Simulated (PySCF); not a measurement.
Si(H)(F) anion (FHSi), SMILES F[SiH] (connectivity only; charge and spin as stated), charge -1, multiplicity 2. The structure is a stationary point at PBE-D3(BJ)/def2-TZVPD. The multiplicity is an assumed one; other spin states were not compared. The isomer is the one that the SMILES or the coordinates give; other isomers of the formula were not compared.

Computed with PySCF with PBE-D3(BJ)/def2-TZVPD.

Harmonic wavenumbers (cm⁻¹): 611, 752, 1714. Rotational constants (GHz): 211.9, 14.56, 13.63; symmetry number 1.

**Question.** Work out the zero-point energy and the ideal-gas rigid-rotor harmonic-oscillator thermochemistry at 298.15 K and 1 atm.

**Answer.** ZPE = ½ Σ hcν = ½ × 3077 cm⁻¹ = 4.40 kcal/mol. H − E(el) = 6.93 kcal/mol. Entropy in cal/(mol K): translation 37.54, rotation 19.57, vibration 0.69, spin 1.38, total 59.17. G − E(el) = -10.72 kcal/mol. Cp = 9.72 cal/(mol K).
